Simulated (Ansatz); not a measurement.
Consider the formal exchange of groups at the Hf–F bond: `[F][Hf]([F])([Cl])[Cl]` + acetylene → `C#[C][Hf]([F])([Cl])[Cl]` + H–F.

Calculated with Ansatz (gas phase, PBE0-D4/def2-TZVP geometries, no zero-point term in ΔE). CCSD(T)/CBS adds triple-zeta CCSD(T) − MP2 to the extrapolated MP2 energy (def2 sets, frozen cores). This one scheme is used for every species. Functionals use def2-TZVPP. Elements past krypton have def2 core potentials. For Hf outer-core shells are correlated without core-valence functions, which leaves a few kJ/mol of doubt a bond.

`[F][Hf]([F])([Cl])[Cl]`:

```xyz
5

F     1.855    0.559    0.079
Hf    0.067   -0.039    0.042
F    -0.051   -1.620    1.064
Cl   -1.315    1.591    0.974
Cl   -0.555   -0.491   -2.158
```

`C#C`:

Cartesian coordinates in Å:
```
C -0.071 -0.137 0.578
C 0.071 0.137 -0.578
H -0.197 -0.380 1.607
H 0.197 0.380 -1.607
```

`C#[C][Hf]([F])([Cl])[Cl]`:

Cartesian coordinates in Å:
```
C -1.068 -0.101 1.971
C -0.478 -0.064 0.910
Hf 0.577 -0.011 -0.970
F 1.789 -1.452 -0.990
Cl 1.732 2.005 -1.123
Cl -0.965 -0.244 -2.700
H -1.587 -0.132 2.903
```

H–F:

Z-matrix (Å, degrees):
```
F
H 1 0.920
```

```csv
level,ΔE (kJ/mol)
BLYP-D4,152.0
revPBE,149.6
HF/def2-TZVPP,155.1
SCS-MP2/def2-QZVPP,140.6
```

(1) What does CCSD(T)/CBS give? (Estimate.)

Largest T1 diagnostic among the species: 0.015.

Answers

(1) Computed: +140.5 kJ/mol. The listed levels differ from it by 11.5, 9.1, 14.6, 0.1 kJ/mol.

From r2SCAN to r2SCAN0 (25 % exact exchange), in def2-TZVPP and without D4, ΔE moves by −3.4 kJ/mol. In def2-TZVPP, CCSD(T) changes the Hartree–Fock value by −17.3 kJ/mol (the triples alone add −3.6 kJ/mol) and MP2 by −21.6 kJ/mol.
